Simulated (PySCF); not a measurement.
## Identify the compound

Molecular formula: C₆H₇F. Simulated spectra:

¹H NMR (400 MHz, computed): δ 6.56 (m, 2H), 6.31 (m, 2H), 1.58 (m, 3H).

¹³C{¹H} NMR (computed): δ 150.3 (2C), 138.3 (2C), 105.9, 23.7.

No relativistic terms, one conformer, averaged over atoms made equivalent by symmetry, fast rotation or ring inversion, isolated molecule. Coordinates at the GFN2-xTB level; shieldings: GIAO PBE0/pcSseg-1; PySCF.

δ = σ(ref) − σ, references computed at the same level: TMS for ¹H, ¹³C.

Q: Choose the structure that fits.
A. CC1(F)C=CC=C1
B. CC1=C(F)CC=C1
C. C=CC(=C)C(=C)F
D. CC#C/C=C/CF
E. FC1=CCC=CC1

A: A. 

- Rings plus π bonds: 3 (1 ring in the answer).
- 4 carbon signals for 6 carbons: some carbons are equivalent by symmetry or fast rotation.
- Carbon types of the structure: 1 × C, 4 × CH, 1 × CH3, which accounts for all hydrogens.
- δC 150.3, 138.3: alkene CH; the olefinic region.
- δC 105.9: allylic fully substituted sp3 carbon bonded to F; deshielded by the electronegative neighbour.
- δC 23.7: methyl carbon; saturated and bonded to C and H only.
- δH 6.56, 6.31: hydrogen on an alkene CH; a vinylic proton, deshielded by the sp2 carbon and the C=C anisotropy.
- δH 1.58: hydrogen on a methyl carbon.

The others: FC1=CCC=CC1 would give 6 carbon signals, not 4; CC1=C(F)CC=C1 would give 6 carbon signals, not 4; CC#C/C=C/CF would give 6 carbon signals, not 4; C=CC(=C)C(=C)F would give 6 carbon signals, not 4.

Splittings by ¹⁹F in the carbon and heteronuclear signals aren't shown, as no couplings were computed. Shifts are as computed. Against solution values, carbons near 30 ppm lie about +3 ppm off and those near 130 ppm about +5 ppm. Of 1309 compounds with measured shifts, 239 miss one by over three times the rms of a fit or turn the order of signals round; such compounds aren't used in these exercises. No couplings were computed; multiplicities are counted from neighbouring protons, with m where these are inequivalent, close in shift, in a saturated or five-membered ring or joined by F or P, and br s for small geminal =CH2 splittings.
